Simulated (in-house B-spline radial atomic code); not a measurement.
Configurations of Os7+, with energies counted from [Xe] 4f14 5d1. Level of theory: Dirac-Hartree-Fock, average of configuration, Fermi nucleus of rms radius 5.4126 fm; calculated with an all-electron radial atomic-structure program (B-spline basis). Energies include first-order Breit, QED and recoil terms.

Occupations are held fixed; configurations that lie above the ionisation limit could autoionise.

| configuration | E - E(ref) (eV) | highest orbital | its <r> (bohr) |
| --- | --- | --- | --- |
| [Xe] 4f14 6p1 | 31.015 | 6p3/2 | 2.376 |
| [Xe] 4f14 7f1 | 75.682 | 7f7/2 | 5.986 |
| [Xe] 4f14 9s1 | 78.211 | 9s1/2 | 7.53 |
| [Xe] 4f14 7g1 | 81.985 | 7g7/2 | 7.772 |
| [Xe] 4f14 8g1 | 86.208 | 8g7/2 | 10.55 |
| [Xe] 4f13 5d1 7p1 | 121.57 | 7p3/2 | 3.911 |
| [Kr] 4d10 4f14 5s2 5p5 5d1 6g1 | 129.55 | 6g7/2 | 5.35 |

Order these further configurations by energy, lowest first.
A. [Kr] 4d10 4f14 5s2 5p5 5d2
B. [Kr] 4d10 4f14 5s2 5p5 5d1 9f1
C. [Xe] 4f14 9d1
D. [Xe] 4f13 5d1 6g1
E. [Xe] 4f14 5g1

A (53.418 eV), E (64.838 eV), C (82.973 eV), D (138.71 eV), B (140.41 eV).

How far above the reference does [Xe] 4f13 5d1 9g1 lie?

152.36 eV; its least bound orbital is 9g7/2 with <r> = 13.67 bohr.

How far above the reference does [Kr] 4d10 4f14 5s2 5p5 5d1 5g1 lie?

118.87 eV; its least bound orbital is 5g7/2 with <r> = 3.341 bohr.
